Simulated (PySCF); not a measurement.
**Finite-field polarisability of Si (silicon, neutral)**

[Ne] 3s2 3p2, high-spin 3P determinant. All numbers are calculated (PySCF 2.14, the non-relativistic Hamiltonian (point nucleus), in dyall-av2z). Frozen: [Ne]. Energy changes in a uniform field (μhartree):

| axis | F (au) | HF | MP2 | CCSD | CCSD(T) |
| --- | --- | --- | --- | --- | --- |
| x | 0.0025 | -99.425 | -96.525 | -94.656 | -94.849 |
| x | 0.005 | -397.725 | -386.124 | -378.653 | -379.424 |
| y | 0.0022 | -98.382 | -96.073 | -94.609 | -94.868 |
| y | 0.0044 | -393.868 | -384.637 | -378.789 | -379.829 |

By symmetry the remaining axis equals y.

(1) Derive α along x at CCSD(T) from the two fields.

(2) And the mean polarisability at each level?

A double-zeta set is small for polarisabilities.

Results:

(1) With ΔE = −αF²/2 − γF⁴/24, α = −(16 ΔE(F) − ΔE(2F))/(6F²) = 30.35 bohr³.

(2) The components xx, yy, zz at CCSD(T) are 30.35, 39.19, 39.19, the third axis being equal by symmetry to one of the two computed. Means: HF 37.70, MP2 36.75, CCSD 36.15, CCSD(T) 36.24 bohr³. Reference: 37.3 ± 0.7 bohr³ (recommended; Schwerdtfeger and Nagle, table of static dipole polarizabilities (2023 update)).
